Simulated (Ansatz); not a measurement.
Total energies of `[AlH2][BH][Al]([Cl])[Br]`.

```xyz
8

Al    0.8239   -0.9575    1.4864
B     0.4389   -0.4330   -0.5125
Al   -0.9467    0.9904   -1.1687
Cl   -2.9442    0.4994   -1.5682
Br   -0.3416    3.1559   -1.3494
H    -0.0053   -2.1292    2.1716
H     1.9087   -0.1539    2.3268
H     1.0663   -0.9720   -1.3860
```

Total charge 0; spin multiplicity 1. Correlated methods include outer-core shells of Br, which these sets cover unevenly. Scalar relativity is left out up to krypton. The structure was optimised at the PBE0-D4/def2-TZVP level. It is one conformer, not always the lowest. Basis def2-TZVPP, Ansatz.

RPA on PBE orbitals: Hartree–Fock energy of these orbitals -3542.25007 Eh, correlation -1.19014 Eh (frozen core).

```
 functional  energy without D4 (Eh)  D4 term (kJ/mol)
LDA (SPW92)             -3538.51928                 –
        PBE             -3545.08193             -20.9
```

(1) Give the same for revPBE, BLYP, r2SCAN, B97M-V, PBE0, B3LYP, r2SCANh, r2SCAN0, HSE06 (plane-wave form), BHLYP, CAM-B3LYP, LC-ωPBE, ωB97X-V, ωB97M-V, B2PLYP, PBE-QIDH. (Best estimate.)

B3LYP takes the VWN-RPA correlation (the form of Gaussian; ORCA's B3LYP/G). HSE06 is the plane-wave form, built on full-range PBE exchange. The double hybrids freeze the cores in their second-order part.

Results:

(1) Ansatz gave: 
```json
{"functional": "revPBE", "energy without D4 (Eh)": "-3545.56036", "D4 term (kJ/mol)": "-46.4"}
{"functional": "BLYP", "energy without D4 (Eh)": "-3545.99287", "D4 term (kJ/mol)": "-43.1"}
{"functional": "r2SCAN", "energy without D4 (Eh)": "-3545.86469", "D4 term (kJ/mol)": "-5.1"}
{"functional": "B97M-V", "energy without D4 (Eh)": "-3545.30413", "D4 term (kJ/mol)": "–"}
{"functional": "PBE0", "energy without D4 (Eh)": "-3545.26571", "D4 term (kJ/mol)": "-18.4"}
{"functional": "B3LYP", "energy without D4 (Eh)": "-3546.07794", "D4 term (kJ/mol)": "-34.2"}
{"functional": "r2SCANh", "energy without D4 (Eh)": "-3545.85894", "D4 term (kJ/mol)": "-5.7"}
{"functional": "r2SCAN0", "energy without D4 (Eh)": "-3545.85162", "D4 term (kJ/mol)": "-6.4"}
{"functional": "HSE06 (plane-wave form)", "energy without D4 (Eh)": "-3545.24836", "D4 term (kJ/mol)": "-17.6"}
{"functional": "BHLYP", "energy without D4 (Eh)": "-3545.97019", "D4 term (kJ/mol)": "-32.2"}
{"functional": "CAM-B3LYP", "energy without D4 (Eh)": "-3546.11129", "D4 term (kJ/mol)": "-19.5"}
{"functional": "LC-ωPBE", "energy without D4 (Eh)": "-3545.30721", "D4 term (kJ/mol)": "–"}
{"functional": "ωB97X-V", "energy without D4 (Eh)": "-3545.59507", "D4 term (kJ/mol)": "–"}
{"functional": "ωB97M-V", "energy without D4 (Eh)": "-3545.76635", "D4 term (kJ/mol)": "–"}
{"functional": "B2PLYP", "energy without D4 (Eh)": "-3545.20826", "D4 term (kJ/mol)": "–"}
{"functional": "PBE-QIDH", "energy without D4 (Eh)": "-3544.69196", "D4 term (kJ/mol)": "–"}
```

LC-ωPBE has ω = 0.4 bohr⁻¹.
